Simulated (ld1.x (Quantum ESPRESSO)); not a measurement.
**Logarithmic derivatives: carbon (C), PAW**

ld1.x (Quantum ESPRESSO) 7.5 input, shortened:

```
&input
   title='C', zed=6., rel=0, dft='BLYP', iswitch=3,
   config='[He] 2s2 2p1.75 3d-2'
 /
 &inputp
   pseudotype=3, lpaw=.true., tm=.true., lloc=2,
   nlcc=.true., new_core_ps=.true., rcore=1.05,
   which_augfun='BESSEL', rmatch_augfun=0.90
 /
5
2S  1  0   2.00   0.00  0.90  1.05  0.0
2S  1  0   0.00   1.90  0.90  1.05  0.0
2P  2  1   1.75   0.00  1.20  1.50  0.0
2P  2  1   0.00   2.95  1.20  1.50  0.0
3D  3  2  -2.00   0.35  1.60  1.60  0.0
 &test
   configts(1)='2s2 2p1.75'
 /
```

The phase is arctan(r·u′/u) with u = r·R(r), unwrapped; energies in Ry, scanned from -3 to 5 Ry. A pole is an energy at which the radial function vanishes at the test radius. The pseudo phase is shifted by a multiple of π to meet the all-electron one at the reference energy, and phase errors are pseudo minus all-electron; the curves can meet again beyond the range given. Levels narrower than the energy grid can be missing from the lists of poles.

For each channel, where are the poles, and over which energies does the pseudopotential scatter like the atom?

```tsv
channel	radius (bohr)	reference energy (Ry)	poles, all-electron	poles, pseudo	unbroken range about the reference energy with phases within 0.05 rad	phase error 1 Ry above the reference energy (rad)
s	1.76	-1.20	0.72	0.72	the whole range	-0.000
p	1.76	-0.58	1.00	1.00	the whole range	+0.000
d	1.76	0.35	none	none	the whole range	+0.000
```

Phases in the d channel:

```
E (Ry)  all-electron  pseudo
 -3.00         1.289   1.289
 -2.52         1.272   1.272
 -2.04         1.252   1.252
 -1.56         1.228   1.228
 -1.08         1.198   1.198
 -0.60         1.160   1.160
 -0.12         1.110   1.110
  0.36         1.042   1.042
  0.84         0.944   0.944
  1.32         0.793   0.793
  1.80         0.544   0.544
  2.28         0.138   0.139
  2.76        -0.383  -0.380
  3.24        -0.808  -0.805
  3.72        -1.072  -1.069
  4.20        -1.233  -1.230
  4.68        -1.338  -1.335
```
